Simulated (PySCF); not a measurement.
**Working out the excitation energy of Pb**

Pb [Xe] 4f14 5d10 6s2 6p2 (3P) → Pb [Xe] 4f14 5d10 6s1 6p2 7s1 (5P). Calculation: PySCF 2.14, in aug-cc-pwCVDZ-PP with ECP60MDF (6s5p4d1f, 48 functions); scalar relativity through the core potential. Frozen: 5s2 5p6 5d10. Energies in hartree (1 hartree = 27.21139 eV):

```tsv
part	Pb (lower)	Pb (upper)
UHF	-191.833078	-191.476418
CCSD correlation	-0.043283	-0.015950
(T)	-0.000635	-0.000124
```

**Question.** What does Hartree-Fock give?

**Answer.** (-191.476418) − (-191.833078) = 0.356660 hartree = 9.705 eV.

**Question.** What do CCSD and CCSD(T) give?

**Answer.** The CCSD correlation energies differ by 0.027333 hartree = 0.744 eV and the triples by 0.000511 hartree = 0.014 eV, so CCSD gives 10.449 eV and CCSD(T) 10.463 eV.

The upper state lies above the first ionisation limit. A Rydberg-like electron needs more diffuse functions than a valence basis has.

A double-zeta basis recovers only part of the correlation energy.
